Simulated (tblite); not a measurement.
Species: C₅H₁₁F₂N.
Numbering: `[CH3:1][CH:2]([CH3:3])[NH:4][CH2:5][CH:6]([F:7])[F:8]` (hydrogens: H9, H10, H11 on C1; H12 on C2; H13, H14, H15 on C3; H16 on N4; H17, H18 on C5; H19 on C6)

Structure optimised with GFN2-xTB, isolated species.

(1) Give the optimised bond lengths and angles.

Results:

(1) 
```
                  bond  length (Å)   order
          C1–C2, C2–C3       1.527  single
                 C2–N4       1.460  single
                 N4–C5       1.447  single
                 C5–C6       1.521  single
          C6–F7, C6–F8       1.356  single
C1–H9 and 5 like bonds       1.087  single
                C2–H12       1.107  single
                N4–H16       1.017  single
                C5–H17       1.093  single
                C5–H18       1.105  single
                C6–H19       1.100  single
```

Bonds in one row agree within 0.01 Å and their mean is given. Orders are formal, as drawn. A selection of angles:
```
     angle  degrees
  C2–C1–H9    109.9
 C2–C1–H11    111.3
 H9–C1–H10    109.1
 H9–C1–H11    108.2
  C1–C2–C3    110.3
  C1–C2–N4    109.7
 C1–C2–H12    108.7
  C3–C2–N4    108.5
 N4–C2–H12    110.8
  C2–N4–C5    114.5
 C2–N4–H16    109.0
 C5–N4–H16    108.9
  N4–C5–C6    109.1
 N4–C5–H17    109.5
 N4–C5–H18    113.5
 C6–C5–H17    107.6
H17–C5–H18    108.5
  C5–C6–F7    110.9
 C5–C6–H19    112.7
  F7–C6–F8    106.1
 F7–C6–H19    108.4
```

Dihedral angles: C1–C2–N4–C5 75° (synclinal); C2–N4–C5–C6 174° (antiperiplanar); N4–C5–C6–F7 171° (antiperiplanar). The mirror-image conformer, all signs reversed, is as good.

N4 (secondary amine nitrogen) is pyramidal (angles 114.5°, 109.0° and 108.9°, sum 332.4°, 0.40 Å off the plane of its three neighbours). Of the pairs four or more bonds apart, H11···H17 is among the closest relative to their van der Waals radii: 2.28 Å, 95 % of the sum of Bondi's values.

Point group: C1 (no symmetry element, even within 0.4 Å). Its GFN2-xTB frequencies are all real (lowest 39 cm⁻¹). One conformer, not necessarily the lowest. 3 starts were optimised and ended at 0.00, 1.53 and 1.92 kcal/mol (GFN2-xTB); the lowest of these is shown.

All values are computed, not measured.
